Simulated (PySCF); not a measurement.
Computed properties of CaO, SMILES [O]=[Ca]

CaO, SMILES [O]=[Ca]. Geometry: PBE0-D3(BJ)/def2-TZVPD. The values are those of a single conformer. All values are computed for the isolated molecule unless a solvent is named; none is compared with measurement here.

**Structure.** The optimised structure has C∞v symmetry. All 1 harmonic modes at PBE0-D3(BJ)/def2-TZVPD (PySCF) are real, so it is a minimum.

**Vibrations.** The strongest infrared lines (harmonic, unscaled, degenerate partners summed) lie at 785 cm⁻¹ (142 km/mol, O 71 %, Ca 29 %). The softest mode is at 785 cm⁻¹ and the zero-point energy is 1.1 kcal/mol.

**Electronic structure.** HF/def2-TZVPD (PySCF) places the frontier levels at -7.73 and -0.59 eV, a gap of 7.14 eV, and gives a dipole moment of 11.22 D and a mean polarisability of 31.8 bohr³. PBE/def2-TZVPD (PySCF) at the same geometry gives -3.83 and -2.44 eV, so its gap is 5.75 eV narrower. An orbital gap is neither the optical nor the fundamental gap.

**Excitations.** TDA-M06-2X/def2-TZVPD (PySCF) has S1 at 2.11 eV (588 nm, f = 0.057, bright); the most intense of the 10 singlets computed lies at 4.11 eV (f = 0.10). Strengths of degenerate partners are summed. T1 (TDA) is at 2.06 eV, 0.05 eV under S1. TDA-PBE/def2-TZVPD (PySCF) puts S1 at 1.60 eV.
